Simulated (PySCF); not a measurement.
C2H9FO2Si2.
Z-matrix (Å and degrees, GFN2-xTB geometry), rows numbered from 1:
```
C 
O   1  1.4158
C   2  1.3790  1  115.34
F   3  1.3940  2  109.81  1   -65.15
Si  3  1.9259  2  105.06  1   176.12
Si  5  2.2988  3  105.89  2   -37.97
O   6  1.6320  5   99.77  3  -170.29
H   1  1.0936  2  110.89  3    62.32
H   1  1.0962  2  110.45  3   -58.85
H   1  1.0877  2  106.53  3  -178.26
H   3  1.1029  2  111.64  1    49.53
H   5  1.4742  3  104.95  2  -163.93
H   5  1.4687  3  104.43  2    85.68
H   6  1.4740  5  116.39  3   -53.55
H   6  1.4690  5  117.40  3    72.38
H   7  0.9536  6  122.85  5  -179.90
```

Method used: TDDFT wB97X-D/def2-SVPD, vertical, gas phase, core orbitals frozen in the response (PySCF).

**Question.** Predict the UV-vis stick spectrum at this level.

**Answer.** 

```csv
state,E (eV),E (hartree),f,|μ| (D),"main configurations (H = HOMO, L = LUMO)"
S1,6.71,0.2467,0.039,1.23,H→L (77%)
S2,6.92,0.2542,0.0016,0.24,"H-1→L (61%), H-3→L (28%)"
S3,7.25,0.2663,0.012,0.66,H→L+1 (84%)
S4,7.46,0.2740,0.059,1.45,"H-3→L (47%), H-1→L (18%), H→L (10%)"
S5,7.80,0.2867,0.0033,0.33,"H-2→L (67%), H-2→L+2 (12%)"
S6,7.99,0.2935,0.017,0.76,"H-1→L+1 (51%), H-3→L+1 (20%)"
S7,8.09,0.2975,0.0068,0.47,"H→L+2 (46%), H-3→L+1 (9%), H→L+4 (8%)"
S8,8.14,0.2991,0.0063,0.45,"H-3→L+1 (37%), H-1→L+1 (24%), H→L+3 (14%)"
```

Triplets, Tamm–Dancoff:

```json
{"state": "T1", "E (eV)": "6.02", "λ (nm)": "205.9", "main configurations (H = HOMO, L = LUMO)": "H→L (69%), H-1→L (10%)"}
{"state": "T2", "E (eV)": "6.52", "λ (nm)": "190.1", "main configurations (H = HOMO, L = LUMO)": "H→L+1 (63%), H-1→L+1 (9%)"}
{"state": "T3", "E (eV)": "6.64", "λ (nm)": "186.7", "main configurations (H = HOMO, L = LUMO)": "H-1→L (53%), H-3→L (25%), H→L+1 (8%)"}
```

The lowest singlet comes at 185 nm (648 kJ/mol) in the vacuum ultraviolet; it is of moderate strength; its leading configuration is HOMO→LUMO (77%). The strongest level in the table is S4 at 7.46 eV (166 nm, f = 0.059). Löwdin shares by element: HOMO silicon 34%, carbon 17% or more, fluorine 13% (atoms not listed hold the other 36%); LUMO silicon 48%, oxygen 15% or more, hydrogen 8% or more (atoms not listed hold the other 29%). The oscillator strengths of these states sum to 0.145; summed over the whole spectrum of an exact calculation they would give the number of electrons, 74 (Thomas–Reiche–Kuhn). Of the 8 states listed, 4 reach f = 0.01 and none stays under 0.0005. Weighted by f, the mean energy of these states is 7.37 eV. Only the lowest 8 singlets were computed, as vertical energies without vibronic structure.

One conformer stands for the species.
